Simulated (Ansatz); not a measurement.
`C[CH2][Zn][F]` → `[CH3][Zn][F]` + `[CH2]` (triplet) at 298.15 K and 1 bar (formal loss of a carbene).

Computed with Ansatz on PBE0-D4/def2-TZVP structures; ΔE is electronic, products minus reactants. CBS: MP2 limit from def2 TZ/QZ plus the TZ coupled-cluster correction, frozen cores. This one scheme is used for every species. Triplets are unrestricted, without spin–orbit coupling. For Zn outer-core shells are correlated without core-valence functions, which leaves a few kJ/mol of doubt a bond. Scalar relativity is left out up to krypton. Each species was taken in one conformer, which may not be the lowest.

```json
{"species": "`C[CH2][Zn][F]`", "CCSD(T)/CBS energy (Eh)": "-1957.32060", "H − E (kJ/mol)": "192.9", "S (J/(mol·K))": "322.4"}
{"species": "`[CH3][Zn][F]`", "CCSD(T)/CBS energy (Eh)": "-1918.06698", "H − E (kJ/mol)": "113.1", "S (J/(mol·K))": "278.8"}
{"species": "`[CH2]` (triplet)", "CCSD(T)/CBS energy (Eh)": "-39.09499", "H − E (kJ/mol)": "55.4", "S (J/(mol·K))": "195.3"}
```

H − E and S are ideal-gas, rigid-rotor, harmonic terms from PBE0-D4/def2-TZVP, for one conformer and one mirror image of each species, with the whole ground term of open shells counted as degenerate. 1 Eh = 2625.50 kJ/mol, R = 8.31446 J/(mol·K).

Problem. By hand: ΔE, ΔH, ΔS and ΔG.

Solution. ΔE = (-1918.06698) + (-39.09499) − (-1957.32060) = 0.15863 Eh = 416.5 kJ/mol. Δ(H − E) = 113.1 + 55.4 − 192.9 = -24.4, so ΔH = 392.1 kJ/mol. ΔS = 278.8 + 195.3 − 322.4 = 151.7 J/(mol·K). ΔG = 392.1 − 298.15 × (151.7)/1000 = 346.9 kJ/mol.

Problem. By hand: the equilibrium constant, and the temperature at which ΔG would vanish if ΔH and ΔS stayed fixed.

Solution. log₁₀ K = −ΔG/(RT ln 10) = -60.8. ΔG = 0 at ΔH/ΔS = 2585 K, far beyond where these terms or the molecules hold.

The number of gas molecules changes by +1, which sets the sign of ΔS. A doubt of 5 kJ/mol in ΔE shifts log₁₀ K by 0.9 here. Other conformers and mirror images would add mixing entropy, several J/(mol·K) or more a flexible species. A triplet takes part, so the spin changes. These are equilibria of isolated gas molecules and say nothing of rates. Largest T1 diagnostic: 0.016 (customary marks: 0.02 for closed shells, 0.045 for open ones).
